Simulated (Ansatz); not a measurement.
Consider the substitution at a C–C bond: `N#Cc1cccs1` + CH₃OH → `COC#N` + thiophene.

Calculated with Ansatz (gas phase, PBE0-D4/def2-TZVP geometries, no zero-point term in ΔE). CCSD(T)/CBS is the MP2 limit (def2-TZVPP, def2-QZVPP) plus CCSD(T) − MP2 in def2-TZVPP, frozen cores. This one scheme is used for every species. DFT in def2-TZVPP. B3LYP here is the variant with VWN-RPA as its local correlation; programs differ in this. HSE06 is defined as in plane-wave codes.

`N#Cc1cccs1`:

Cartesian coordinates in Å:
```
N 3.025 -1.579 -0.673
C 2.050 -0.999 -0.466
C 0.861 -0.285 -0.214
C -0.344 -0.792 0.206
C -1.321 0.210 0.358
C -0.844 1.454 0.053
S 0.786 1.419 -0.419
H -0.502 -1.845 0.393
H -2.336 0.023 0.680
H -1.375 2.394 0.083
```

CH₃OH:

```xyz
6

C    -0.221    0.266    0.087
O     0.193   -0.919   -0.554
H    -1.244    0.462   -0.234
H     0.395    1.130   -0.192
H    -0.219    0.172    1.180
H     1.094   -1.111   -0.287
```

`COC#N`:

Cartesian coordinates in Å:
```
C 0.199 -0.069 -0.818
O -0.237 0.814 0.237
C -0.369 0.260 1.385
N -0.498 -0.208 2.433
H 1.177 -0.482 -0.573
H -0.531 -0.867 -0.955
H 0.258 0.552 -1.708
```

`c1ccsc1`:

```xyz
9

C     0.216    0.906    0.349
C     0.700    0.087   -0.701
C     0.051   -1.111   -0.769
S    -1.144   -1.240    0.439
C    -0.790    0.311    1.052
H     0.595    1.894    0.573
H     1.496    0.372   -1.376
H     0.214   -1.920   -1.464
H    -1.338    0.702    1.896
```

(1) Is it downhill or uphill in electronic energy at CCSD(T)/CBS, and by how much? (An estimate is asked.)

(2) What do these levels give: LDA (SPW92), B97M-V, B3LYP-D4, HSE06-D4, ωB97M-V, B2PLYP, PBE-QIDH, BLYP, PBE0, RPA@PBE/def2-TZVPP, HF/def2-SVP, HF/def2-TZVPP? (Best estimate.)

Largest T1 diagnostic among the species: 0.014.

Results:

(1) The calculation gave: Uphill: ΔE = +0.69 eV.

(2) Computed: LDA (SPW92) 0.59, B97M-V 0.66, B3LYP-D4 0.66, HSE06-D4 0.65, ωB97M-V 0.62, B2PLYP 0.65, PBE-QIDH 0.66, BLYP 0.62, PBE0 0.62, RPA@PBE/def2-TZVPP 0.64, HF/def2-SVP 0.52, HF/def2-TZVPP 0.53 eV.

At CCSD(T), def2-SVP lies −0.05 eV from the extrapolated value and def2-TZVPP −0.02 eV. The D4 term adds +0.04 eV with B3LYP and +0.02 eV with PBE0; it sums over pairs of atoms, weighted by their polarisabilities, and B3LYP, whose exchange is more repulsive, gets the larger term. In def2-TZVPP, CCSD(T) changes the Hartree–Fock value by +0.14 eV (the triples alone add +0.02 eV) and MP2 by +0.23 eV.
